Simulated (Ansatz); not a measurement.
Consider the hydrogen abstraction from the O–H bond: `OB(Cl)Cl` + `[SiH3]`• → `[O]B(Cl)Cl`• + SiH₄.

Computed with Ansatz on PBE0-D4/def2-TZVP structures; ΔE is electronic, products minus reactants. CBS: MP2 limit from def2 TZ/QZ plus the TZ coupled-cluster correction, frozen cores. This one scheme is used for every species. Functionals use def2-TZVPP. No spin–orbit coupling; open shells (•) take unrestricted orbitals. One conformer a species, not always the lowest.

| level | ΔE (kJ/mol) | difference from CCSD(T)/CBS |
| --- | --- | --- |
| revPBE-D4 | 89.9 | -19.8 |
| B97M-V | 85.7 | -24.0 |
| PBE-QIDH | 112.7 | 3.0 |
| revPBE | 88.3 | -21.4 |
| BHLYP | 81.8 | -27.9 |
| LC-ωPBE | 111.2 | 1.5 |
| RPA@PBE/def2-TZVPP | 92.7 | -17.0 |
| MP2/def2-SVP | 128.3 | 18.6 |
| SCS-MP2/def2-TZVPP | 119.3 | 9.6 |
| MP2/def2-QZVPP | 141.8 | 32.1 |
| CCSD(T)/CBS | 109.7 | 0 |

Largest T1 diagnostic among the species: 0.019.

At CCSD(T), def2-SVP lies −15.1 kJ/mol from the extrapolated value and def2-TZVPP −6.0 kJ/mol. In def2-TZVPP, CCSD(T) changes the Hartree–Fock value by +54.2 kJ/mol (the triples alone add +3.4 kJ/mol) and MP2 by +88.9 kJ/mol.
